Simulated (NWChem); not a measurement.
# C$_{6}$H$_{11}$, doublet; SMILES [CH]1CCCCC1

```xyz
17

C      1.3298    -0.5002     0.2825
C      1.1497     0.8545    -0.3072
C     -0.2009     1.4961     0.0779
C     -1.3106     0.4566     0.3176
C     -1.0406    -0.8556    -0.4126
C      0.2357    -1.5026     0.1286
H      2.2994    -0.8131     0.6804
H      1.9835     1.5205    -0.0374
H      1.1915     0.7745    -1.4153
H     -0.0722     2.1048     0.9868
H     -0.5017     2.1976    -0.7174
H     -2.2892     0.8713     0.0282
H     -1.3821     0.2343     1.3967
H     -1.8931    -1.5446    -0.3048
H     -0.9363    -0.6635    -1.4951
H      0.5524    -2.3392    -0.5280
H      0.0219    -1.9812     1.1055
```
Atoms are numbered in this order, from 1.

Program: NWChem. Spin-unrestricted. Coordinates come from a PBE0/def2-SVP, spin-unrestricted optimisation. Not confirmed as a minimum by frequencies. No stability test was run on the SCF state. Level: M06-2X/def2-SVP with SMD (1 M gas to 1 M solution), gas-phase geometry. Reactions with the solvent are ignored.

```tsv
solvent	dielectric constant	solvation free energy (kcal/mol)	cavity-dispersion-structure term (kcal/mol)	dipole in solution (D)
water	78.4	1.3	2.3	0.30
1,4-dioxane	2.21	(withheld)	-2.1	(withheld)
acetone	20.5	-3.7	-2.7	0.29
ethanol	24.9	-3.3	-2.4	0.30
```

Problem. What belongs in the gaps?

Solution. 
- 1,4-dioxane, solvation free energy (kcal/mol): -2.6
- 1,4-dioxane, dipole in solution (D): 0.23
